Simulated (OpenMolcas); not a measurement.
## C3+: from CASSCF to CASPT2

```
Program             : OpenMolcas 26.06
Basis               : ANO-RCC-VQZP [5s4p3d2f1g]
Scalar Hamiltonian  : DKH2, point nucleus
Active space        : 1 electron in 4 orbitals (2s 2p)
State averaging     : 2S+1 = 2 even, 1 root; 2S+1 = 2 odd, 3 roots
Spin-orbit coupling : state interaction with AMFI integrals over the reference wave functions, term energies averaged over their components
```

Methods on the same reference wave functions:
A. CASSCF
B. SS-CASPT2, IPEA 0.25 Eh, imaginary shift 0.1 Eh (closed shells correlated: 1s)

Energies in cm⁻¹ above 2s ²S_1/2, the measured ground level; measured values from Moore, Selected Tables of Atomic Spectra, NSRDS-NBS 3, section 3.

```
     Level      A      B  Measured
 2s ²S_1/2    0.0    0.0       0.0
2p ²P°_1/2  65057  64512     64484
2p ²P°_3/2  65157  64612     64592
```

Deviations, from unrounded energies. A percentage is the sum of absolute deviations over the sum of measured energies, with the sign that they share, or ± where signs differ.

```
           Against measurement  Levels     A     B
mean absolute deviation (cm-1)       2   570    24
      other configurations (%)       2  +0.9  +0.0
```

B lies closest to measurement on these levels. The largest miss of B in the table is 2p ²P°_1/2, by +28 cm-1. The ranking rests on the paired levels alone, and a cruder setting can come out closer through cancelling errors.

The lowest spin-free term lies below A's lowest term by 0.012 hartree in B.

With one active electron the reference holds no correlation, so core polarisation is missing (holds for A). With one active electron, CASPT2 adds the correlation within the correlated inactive shells and between them and that electron, and leaves the splitting within a term as the reference gives it (holds for B). Measured partners are found by configuration, term and J. A level has none where our copy of the source lacks it or the pairing is in doubt (some pairs that miss far off the trend of their configuration count as doubtful), and it then counts in no deviation. Levels of configurations outside the active space are missing.

° marks odd parity.
